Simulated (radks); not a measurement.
Values are calculated unless marked as measured or tabulated.
Valence configurations of Pm (all share [Xe]). Code: a radial shooting solver on a logarithmic mesh with Libxc functionals. Model: Dirac Kohn-Sham, PBEsol, spin-unpolarised, spherical densities, point nucleus; open shells fill j = l - 1/2 first. Energies are relative to 4f5 6s2; eigenvalues in eV.

| valence | E (eV) | e(4f5/2) | e(5d3/2) | e(6p1/2) | e(6s1/2) |
|---|---|---|---|---|---|
| 4f5 6s2 | 0.000 | -2.280 | - | - | -3.555 |
| 4f4.5 5d0.5 6s2 | 0.668 | -4.789 | -2.430 | - | -3.763 |
| 4f5 5d1 6s1 | 1.779 | -1.146 | -1.246 | - | -3.134 |
| 4f5 6s1 6p1 | 2.262 | -3.381 | - | -1.852 | -4.155 |
| 4f4 5d1 6s2 | 2.408 | -7.597 | -2.952 | - | -3.934 |
| 4f4 5d2 6s1 | 3.612 | -5.989 | -1.998 | - | -3.397 |
| 4f4 6s2 6p1 | 4.477 | -10.685 | - | -2.310 | -5.138 |

NIST lists [Xe] 4f5 6s2 as the ground configuration; this level of theory agrees among the configurations tried. The energies are those of spherical spin-averaged densities, not of single terms. No valid solution was reached for [Xe] 4f6 6s1; [Xe] 4f6 6p1; [Xe] 4f5.5 6s1.5.
